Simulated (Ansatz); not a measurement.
Program: Ansatz. Geometries: PBE0-D4/def2-TZVP. ΔE: electronic, gas phase. CCSD(T)/CBS adds triple-zeta CCSD(T) − MP2 to the extrapolated MP2 energy (def2 sets, frozen cores). This one scheme is used for every species. DFT in def2-TZVPP. Triplets are unrestricted, without spin–orbit coupling. Each species was taken in one conformer, which may not be the lowest.

Consider the formal loss of a carbene: `C=C=C[SiH2]C` → `C=C=C[SiH3]` + `[CH2]` (triplet).

```
             level  ΔE (kJ/mol)
               PBE        479.6
            r2SCAN        458.9
CCSD(T)/def2-TZVPP        468.4
     MP2/CBS(def2)        496.7
```

Problem. What does CCSD(T)/CBS give? (An estimate is asked.)

Solution. Computed: +481.2 kJ/mol. The listed levels differ from it by -1.6, -22.3, -12.8, 15.5 kJ/mol.

Largest T1 diagnostic among the species: 0.012.

In def2-TZVPP, CCSD(T) changes the Hartree–Fock value by +141.1 kJ/mol (the triples alone add +11.7 kJ/mol) and MP2 by +156.6 kJ/mol. From PBE to PBE0 (25 % exact exchange), in def2-TZVPP and without D4, ΔE moves by −7.1 kJ/mol.
